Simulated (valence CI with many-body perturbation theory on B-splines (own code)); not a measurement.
## Which ion has this spectrum?

A relativistic CI+MBPT calculation for an atom or ion with 23 electrons gives these levels (eV):

```csv
J,Parity,E,g
5/2,even,0.000,1.38
5/2,even,27.761,1.33
7/2,even,38.109,1.15
3/2,even,39.304,1.20
11/2,even,39.463,1.12
9/2,even,43.512,1.14
5/2,even,45.951,1.14
1/2,even,47.843,1.84
7/2,even,50.432,1.09
3/2,even,62.069,0.79
5/2,even,65.406,1.26
7/2,even,71.914,1.21
11/2,even,72.646,1.08
9/2,even,74.397,1.14
```

The energies are calculated, and their last digits are not significant.

(1) Which is it?
A. Sm39+
B. Gd41+
C. Dy43+
D. Tb42+

## Answers

(1) D. Tb42+, ground level (3d3/2^4 3d5/2) J=5/2.
